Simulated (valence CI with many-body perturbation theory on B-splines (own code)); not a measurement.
## Pt²⁷⁺: calculated level list

Level of theory: relativistic CI+MBPT: five valence electrons over a frozen Dirac-Fock core [Kr] 4d10, radial functions for each j: 7 s, 7 p, 7 d, 7 f, 4 g, 2 h, with the one-electron correlation potential Σ1 (screened to all orders), the two-electron term Σ2, the three-electron term Σ3, Breit, model QED; selected single and double excitations, second order for the rest, scaled by the run's own slope (own B-spline code, finite nucleus).

The last digits are not significant, and no measured levels were compared; by estimate large intervals hold to a few tenths of a per cent, small ones and those within an open d or f shell to about a per cent. Among the levels kept, up to 990 cm⁻¹ of a level comes from second order outside the variational space, and about a tenth of that is noise between levels of different J, which matters for small intervals. Only levels of the ground parity were solved; by the run's estimate the other parity begins above the list, which can be wrong where configurations are misplaced.

Levels 136 to 180 of 194, with energies above the lowest level, 4f⁵ ⁶H°_5/2. "Leading %" is the weight of the configuration and term that name the level; weights of strongly mixed levels are sums over their largest components and can fall short. Lifetimes count E1, E2, E3, M1 and M2 decay at the calculated energies, and are blank where another channel may lead or the interval is too uncertain; long ones can be off by a factor of two.

```tsv
No.	Configuration	Term	J	E (cm⁻¹)	Leading %	g	Lifetime
136	4f⁵	⁴D°	5/2	212710	39	1.190	442 μs
137	4f⁵	²M°	19/2	212960	99	1.049	1.27 ms
138	4f⁵	⁴I°	9/2	214820	38	0.994	369 μs
139	4f⁵	²F°	7/2	216490	40	1.164	817 μs
140	4f⁵	²I°	13/2	216900	60	1.044	1.32 ms
141	4f⁵	²H°	11/2	218340	42	1.040	828 μs
142	4f⁵	⁴F°	3/2	219290	27	1.058	339 μs
143	4f⁵	²K°	15/2	222250	57	1.096	808 μs
144	4f⁵	²I°	11/2	222680	44	1.026	397 μs
145	4f⁵	⁴D°	5/2	222720	36	1.121	413 μs
146	4f⁵	²G°	9/2	224160	34	1.093	367 μs
147	4f⁵	²I°	13/2	225080	46	1.069	449 μs
148	4f⁵	⁴D°	3/2	225170	50	1.058	363 μs
149	4f⁵	²F°	7/2	228150	34	1.154	546 μs
150	4f⁵	⁴D°	1/2	228830	83	0.127	616 μs
151	4f⁵	⁴P°	5/2	230770	22	1.146	341 μs
152	4f⁵	²G°	9/2	230850	35	1.063	875 μs
153	4f⁵	²K°	13/2	235110	50	1.010	729 μs
154	4f⁵	²I°	11/2	237010	38	0.987	
155	4f⁵	²G°	7/2	237510	59	1.010	479 μs
156	4f⁵	²H°	11/2	240220	38	1.072	
157	4f⁵	²P°	3/2	241310	36	1.348	242 μs
158	4f⁵	²F°	5/2	242990	52	0.925	494 μs
159	4f⁵	²L°	15/2	244410	47	1.063	322 μs
160	4f⁵	⁴G°	7/2	246190	30	1.026	368 μs
161	4f⁵	⁴F°	9/2	249050	37	1.107	242 μs
162	4f⁵	²I°	11/2	252640	55	1.033	
163	4f⁵	²H°	9/2	253190	72	0.961	467 μs
164	4f⁵	⁴G°	5/2	255110	41	0.939	319 μs
165	4f⁵	²G°	7/2	255310	48	1.064	257 μs
166	4f⁵	⁴I°	13/2	255420	41	1.060	
167	4f⁵	⁴F°	3/2	257630	58	0.670	
168	4f⁵	²L°	17/2	264310	75	1.043	244 μs
169	4f⁵	²G°	7/2	264710	30	1.068	
170	4f⁵	²H°	9/2	264810	45	1.008	
171	4f⁵	²F°	5/2	264830	56	0.956	293 μs
172	4f⁵	²I°	13/2	268140	68	1.054	
173	4f⁵	²L°	15/2	269760	41	1.034	
174	4f⁵	²G°	9/2	272220	44	1.149	
175	4f⁵	²P°	3/2	274830	56	1.121	
176	4f⁵	²H°	11/2	276720	51	1.089	
177	4f⁵	²H°	11/2	279330	39	1.079	
178	4f⁵	⁴G°	7/2	281150	38	1.035	
179	4f⁵	⁴G°	5/2	282140	39	0.828	
180	4f⁵	²P°	1/2	282820	89	0.615
```

Names give the largest LS component (configuration and term), which can be under half, so a name can repeat, a term be missing and a line seem to break the LS rules; names also repeat where a configuration has a term twice.

Where two levels of one J and parity lie close, their mixing, g and order are uncertain.
